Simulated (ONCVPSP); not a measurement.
## Transferability test, ONCV potential for N (Z = 7)

| Quantity | Value |
| --- | --- |
| Element | N (Z = 7) |
| Generator | ONCVPSP 4.0.1 |
| Type | optimised norm-conserving Vanderbilt (ONCV) |
| Functional | LDA (Perdew-Wang 92) |
| Relativity | non-relativistic |
| Frozen core | [He] |
| Valence charge | 5 |
| Reference configuration | 2s1 2p4 |
| Partial waves | 2s: rc 0.95 bohr, ncon 4, nbas 7, qcut 6.2 1/bohr, local; 2p: rc 1.95 bohr, ncon 4, nbas 7, qcut 6.3 1/bohr, 2 projectors, debl 1.9 Ha |
| Local potential | the s channel |
| Core correction | none |

Energies are relative to the spin-unpolarised reference configuration 2s1 2p4; without spin polarisation the order of configurations can differ from experiment.

| valence configuration | charge | ΔE all-electron (eV) | error AE − PS (meV) |
| --- | --- | --- | --- |
| 2s2 2p3 | 0 | -11.175 | +6.1 |
| 2s2 2p2 | +1 | 2.562 | +178 |
| 2s2 2p1 | +2 | 31.539 | +816 |
| 2s1 2p0 | +4 | 156.138 | +4054 |
